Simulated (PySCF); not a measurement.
Gas-phase equilibrium of 1 mol GeCl₄, 7.2 mol H₂ at 1000 K and 0.133 bar, among 17 species (GeH₄, Ge₂H₆, GeH₃Cl, HCl, GeCl₃, H, H₂, Ge₃H₈, GeHCl₃, GeH₃, GeCl₄, Cl, Cl₂, GeCl₂, GeHCl, GeH₂, GeH₂Cl₂). Only gases are allowed; each row takes one source of thermochemistry for all species, and Cantera finds the minimum.

Method: PySCF energies plus ideal-gas RRHO corrections (1 bar). † marks an energy on the PBE0/def2-TZVP geometry and frequencies; other levels use their own. MP2 and CCSD(T) freeze the core. Open shells (unrestricted) among the columns below: GeCl₃ (multiplicity 2); the rest are closed-shell singlets. Ge: all electrons, no relativistic terms. GeCl₃, GeHCl: computed as isolated molecules; such fragments, hydroxides, amides, oligomers or adducts are transient or little studied in the gas. MP2 isn't extrapolated to the basis-set limit. CCSD(T) isn't extrapolated to the basis-set limit. The harmonic model lacks anharmonicity and excited electronic states, which grow with temperature; levels with a mode under 35 cm⁻¹ are left out.

Molecules larger than those listed are left out, and so are free Ge atoms, whose spin-orbit terms are large.

Mole fractions:

| thermochemistry | x H₂ | x HCl | x GeCl₂ | x GeCl₄ | x GeHCl₃ | x GeHCl | x GeH₂Cl₂ | x GeCl₃ |
|---|---|---|---|---|---|---|---|---|
| CCSD(T)/def2-SVP† | 0.67 | 0.22 | 0.11 | 6.5e-5 | 5.9e-5 | 1.3e-5 | 8.8e-6 | 2.6e-7 |
| MP2/def2-TZVPP† | 0.68 | 0.21 | 0.11 | 0.0026 | 0.00043 | 9.1e-7 | 1.1e-5 | 1.4e-6 |
| PBE0/def2-SVP† | 0.67 | 0.22 | 0.11 | 5.3e-5 | 4.7e-5 | 2.2e-6 | 4.9e-6 | 7.5e-7 |
| PBE0/def2-TZVP | 0.67 | 0.22 | 0.11 | 3.8e-5 | 2.5e-5 | 1.4e-6 | 1.7e-6 | 7.9e-7 |
| ωB97M-V/def2-TZVP† | 0.67 | 0.22 | 0.11 | 6.1e-5 | 1.8e-5 | 1.2e-6 | 6.7e-7 | 2.8e-7 |
| ωB97X-V/def2-TZVP† | 0.67 | 0.22 | 0.11 | 0.00040 | 0.00014 | 1.7e-6 | 6.4e-6 | 6.9e-7 |
The most sensitive of these is GeCl₄: it spans a factor of 10^1.8 over these rows; at this temperature one factor of ten is RT ln 10 = 19 kJ/mol.
